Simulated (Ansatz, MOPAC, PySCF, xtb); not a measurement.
Complex: HF (SMILES F) (first 2 atoms) with CH3Br (SMILES CBr); geometry from B3LYP-D3(BJ)/def2-TZVP, rigid monomers moved along the line of their centres of mass till H2···Br4 is 2.71 Å.
(charge 0, multiplicity 1):
```tsv
atom	x (Å)	y (Å)	z (Å)
F	-0.0394	-0.1485	0.6416
H	-0.0625	-0.6487	1.4319
C	-0.2681	0.9932	4.1878
Br	-0.1899	-0.9705	4.1220
H	-1.2066	1.2592	4.6600
H	-0.2184	1.3463	3.1642
H	0.5825	1.3267	4.7705
```

Counterpoise-corrected where a basis set is named; no monomer relaxation. Rows marked so take none.

Frozen-core correlation. Filled d and f shells under p-block atoms count as core. CBS: X⁻³ extrapolation of the correlation energy, Hartree–Fock from the larger set. Rows in 6-31G* carry no dispersion term and start afresh at each structure (6-31G* with six Cartesian d functions); the Pople sets are all-electron and without relativity. MP2/6-31G* freezes PySCF's default core, which leaves 3d correlated. The state reached by PM7 isn't checked; PM7 holds dispersion and hydrogen-bond terms.

Run with Ansatz (Gaussian orbitals); MOPAC for PM7 (differences of heats of formation); PySCF for 6-31G* rows, the dispersion terms; xtb for the GFN methods. Values without a source in brackets are computed.

```
level                                  interaction energy (meV)
-------------------------------------  ------------------------
GFN-FF                                                   -119.6
PM7                                                       -18.6
r2SCAN-D3(BJ)/def2-TZVPPD                                -192.2
B3LYP/6-31G* (no counterpoise)                           -200.9
wB97M-V/def2-TZVPPD                                      -176.6
MP2/6-31G* (no counterpoise)                             -193.5
SCS-MP2/aug-cc-pVDZ                                  (withheld)
CCSD(T)/aug-cc-pVDZ                                  (withheld)
CCSD(T)/CBS(aug-cc-pVDZ, aug-cc-pVTZ)                    -173.8
```

Problem. Some entries are withheld; supply them.

Solution. 
- SCS-MP2/aug-cc-pVDZ, interaction energy (meV): -138.9
- CCSD(T)/aug-cc-pVDZ, interaction energy (meV): -152.1

Ansatz is a first-principles code.
